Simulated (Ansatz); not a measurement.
The first iterations of a band of CH6OSi + H2S (12 atoms, charge 0, multiplicity 1).

Computed with RKS LDA/def2-SVP in Ansatz.

* movable images: 7
* climbing image: yes
* spring: 5.0 eV/Å²
* optimiser: quadratic models (default)
* start path: through a guess of the saddle point
* force threshold: 0.05 eV/Å
* iteration limit: 60
* end points: relaxed

Initial state:

```xyz
12
Properties=species:S:1:pos:R:3
Si -0.520 0.929 0.819
O -0.210 0.048 -0.584
C -1.023 -1.041 -0.913
H -1.972 1.343 0.755
H 0.373 2.130 0.789
H -0.307 0.095 2.055
H 1.605 -0.274 -0.283
S 2.759 -0.193 0.478
H -2.106 -0.765 -0.914
H -0.761 -1.397 -1.933
H -0.890 -1.898 -0.207
H 3.052 1.024 -0.062
```

Final state:

```xyz
12
Properties=species:S:1:pos:R:3
Si 0.150 1.005 1.318
O -0.301 0.173 -1.346
C -0.943 -1.059 -1.252
H -1.100 0.178 1.297
H 0.107 2.220 0.439
H 0.402 1.456 2.737
H 0.655 0.021 -1.149
S 1.757 -0.355 0.779
H -2.041 -0.887 -1.281
H -0.694 -1.755 -2.092
H -0.722 -1.600 -0.293
H 2.730 0.602 0.845
```

| iteration | highest image above the first end (eV) | largest band force component (eV/Å) |
| --- | --- | --- |
| 1 | 1.811 | 4.443 |
| 2 | 0.945 | 1.663 |
| 3 | 0.803 | 1.262 |
| 4 | 0.770 | 0.887 |
| 5 | 0.737 | 0.544 |
| 6 | 0.702 | 0.352 |
| 7 | 0.730 | 0.329 |
| 8 | 0.710 | 0.281 |

Question: Does the band converge within its limit, and where does its top end?

Answer: The run converged. It ended after 24 iterations with the highest image 0.624 eV above the first end. A vibrational analysis at the climbing image gives one clearly imaginary mode, 199i cm⁻¹: a first-order saddle point. The orbitals stay closed-shell, which can raise the energy where a bond breaks towards radicals; this wasn't checked here.

Time of the run: 72 s on 2 threads of AMD EPYC 9R45 96-Core Processor (Zen 5), on a shared host, peak memory 0.16 GiB.
